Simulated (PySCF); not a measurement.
Bonds (- single, = double, # triple, : aromatic): C1#C2, C2-Si3, Si3-Si4, Si3-P5, Si3-N6, N6-Si7, N6-Si8. C1 carries H9; Si4 carries H10, H11, H12; P5 carries H13, H14; Si7 carries H15, H16, H17; Si8 carries H18, H19, H20. Stereochemistry as in C#C[Si@]([SiH3])(P)N([SiH3])[SiH3].

Non-relativistic, equivalent nuclei averaged, single conformer, no solvent. Coordinates at the GFN2-xTB level; σ from GIAO-PBE0/pcSseg-1; PySCF 2.14.0 with density-fitted response routines.

δ = σ(ref) − σ, references computed at the same level: TMS for $^{13}$C (σ = 186.93 ppm), $^{1}$H (σ = 31.72 ppm), $^{29}$Si (σ = 349.16 ppm); $^{31}$P (σ = 318.38 ppm) against H3PO4; $^{15}$N (σ = 267.73 ppm) against NH3.

```tsv
atoms	nucleus	count	Hirshfeld charge	δ (ppm)
Si3	$^{29}$Si	1	0.29	-20.2
Si4	$^{29}$Si	1	0.21	-109.9
P5	$^{31}$P	1	0.00	?
H13/H14	$^{1}$H	2	-0.01	?
C1	$^{13}$C	1	-0.08	107.7
H15/H16/H17/H18/H19/H20	$^{1}$H	6	-0.08	?
H10/H11/H12	$^{1}$H	3	-0.07	3.57
N6	$^{15}$N	1	-0.35	-2.8
C2	$^{13}$C	1	-0.16	91.5
H9	$^{1}$H	1	0.10	2.42
Si7/Si8	$^{29}$Si	2	0.34	-49.7
```

Estimate the values marked ?.

Results:


- H15/H16/H17/H18/H19/H20: 4.73 ppm, hydrogen on a silicon bonded to N
- H13/H14: 1.50 ppm, hydrogen on a phosphorus bonded to Si
- P5: -259.5 ppm, phosphorus bonded to Si, 2 H

Shifts are as computed. Against solution values, carbons near 30 ppm lie about +3 ppm off and those near 130 ppm about +5 ppm. Of 1211 compounds with measured shifts, 218 miss one by over three times the rms of a fit or turn the order of signals round; such compounds aren't used in these exercises. Experimental scales use liquid or dissolved standards, which lie at an offset from isolated NH3 (liquid NH3: subtract about 20 ppm) and H3PO4.
